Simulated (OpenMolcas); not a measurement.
# Fe⁴⁺: the spin-orbit constant, worked from levels

```yaml
Program: OpenMolcas 26.06
Basis: ANO-RCC-VQZP [7s6p4d3f2g1h]
Scalar_Hamiltonian: DKH2, point nucleus
Active_space: 4 electrons in 10 orbitals (3d 4d)
State_averaging: 2S+1 = 5 even, 5 roots; 2S+1 = 3 even, 45 roots; 2S+1 = 1 even, 44 roots
Spin-orbit_coupling: state interaction with AMFI integrals over the reference wave functions, term energies averaged over their components
```

Methods: CASSCF; MS-CASPT2, IPEA 0.25 Eh, imaginary shift 0.1 Eh (closed shells correlated: 3s 3p). Measured levels: Corliss and Sugar, J. Phys. Chem. Ref. Data 11, 135 (1982).

**The spin-orbit constant.** For the Hund term 5D of d4, E(J) = (A/2) J(J+1) + constant and ζ = 2S·A = 4A. From J = 0 to J = 4 the energy changes by 10 A.

```json
{"Source": "CASSCF", "E(4) - E(0)": "1365.8", "A": "136.6", "ζ": "546"}
{"Source": "MS-CASPT2", "E(4) - E(0)": "1370.0", "A": "137.0", "ζ": "548"}
{"Source": "measured", "E(4) - E(0)": "1282.8", "A": "128.3", "ζ": "513"}
```

All in cm-1. MS-CASPT2 is off by +6.8 % and CASSCF by +6.5 %. Both methods take the spin-orbit matrix elements from the reference wave functions, so the second can move ζ only through the term energies and any multistate remixing. Second-order mixing with other terms is absorbed into this ζ.

CASPT2 breaks the degeneracy within a term, and the mean is taken; among the terms shown or strongly mixed into the levels shown the widest spread is 20 cm-1 (3d4 5D, MS-CASPT2). Active for correlation alone: 4d; no level in the range computed is led by a configuration that fills it, so any true level of that kind is missing. Without dynamic correlation excited terms often stand tens of per cent too high (terms of higher spin than the ground term too low), and those without a measured partner can miss by more than the paired ones (holds for CASSCF). Computed and measured levels are paired by configuration, term and J; levels that our copy of the source lacks, or whose pairing is in doubt (as where it misses far off the trend of its configuration), stay unpaired and out of the deviations. Only configurations of the active space appear.
